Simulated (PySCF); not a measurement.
A structure optimised at B3LYP-D3(BJ)/def2-SVP, used in a PySCF frequency run:

```xyz
9

N     -1.6265    -0.4236     0.2548
Si     0.0053    -0.0121    -0.0114
O      0.2193     1.2196    -1.0913
O      0.9082    -1.2644    -0.5828
F      0.5497     0.4551     1.4457
H     -1.9193    -0.6901     1.1892
H     -2.1624    -0.9092    -0.4567
H     -0.2952     2.0193    -0.9311
H      1.7210    -1.0244    -1.0440
```
Charge 0, spin multiplicity 1.

Write its SMILES and formula.

N[Si](O)(O)F, FH4NO2Si

What are its rotational constants (standard atomic weights)?

4.0520, 3.7243, 3.6681 GHz
